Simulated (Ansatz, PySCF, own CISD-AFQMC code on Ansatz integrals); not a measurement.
Constitutional and geometric isomers with formula H6Si3. Isolated molecules, 0 K electronic values unless said otherwise. Strings in code marks are SMILES.

Quantity: electronic energy of isomers of H6Si3 relative to `[SiH2]1[SiH2][SiH2]1`, in eV. The restricted reference of `[SiH2]=[SiH][SiH3]` is unstable towards unrestricted orbitals. AFQMC values (own CISD-AFQMC code on Ansatz (an electronic-structure program) integrals) carry a statistical error of up to ±0.013 eV (one standard error) and the bias of the phaseless constraint.

Level 1: frozen-core CCSD(T)/cc-pVTZ // B3LYP-D3(BJ)/def2-TZVP (Ansatz)
Level 2: frozen-core phaseless AFQMC with a CISD trial state/cc-pVDZ // B3LYP-D3(BJ)/def2-TZVP (own CISD-AFQMC code on Ansatz integrals)
Level 3: PBE-D3(BJ)/def2-TZVP // B3LYP-D3(BJ)/def2-TZVP (PySCF)
Level 4: PBE0/cc-pVTZ // B3LYP-D3(BJ)/def2-TZVP (Ansatz)

| species | level 2 | level 3 | level 4 |
|---|---|---|---|
| `[SiH2]=[SiH][SiH3]` | 0.297 | 0.50 | 0.58 |

What does level 1 give for each?


- `[SiH2]=[SiH][SiH3]`: 0.394
